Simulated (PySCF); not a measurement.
# Working out the excitation energy of As

As [Ar] 3d10 4s2 4p3 (4S) → As [Ar] 3d10 4s2 4p2 5s1 (4P). Calculation: PySCF 2.14, in aug-cc-pwCVDZ-PP with ECP10MDF (6s5p4d1f, 48 functions); a scalar-relativistic core potential. Frozen: 3s2 3p6 3d10. Energies in hartree (1 hartree = 27.21139 eV):

| part | As (lower) | As (upper) |
| --- | --- | --- |
| UHF | -331.198331 | -330.961941 |
| CCSD correlation | -0.075932 | -0.073994 |
| (T) | -0.001408 | -0.001531 |

**Question.** What does Hartree-Fock give?

**Answer.** (-330.961941) − (-331.198331) = 0.236390 hartree = 6.432 eV.

**Question.** What do CCSD and CCSD(T) give?

**Answer.** The CCSD correlation energies differ by 0.001938 hartree = 0.053 eV and the triples by -0.000123 hartree = -0.003 eV, so CCSD gives 6.485 eV and CCSD(T) 6.482 eV.

Measured between the centres of the two terms (NIST): 6.460 eV, so CCSD(T) (valence) is off by 0.022 eV.

A double-zeta basis recovers only part of the correlation energy.

What remains against the reference includes basis incompleteness, the frozen core and higher excitations.
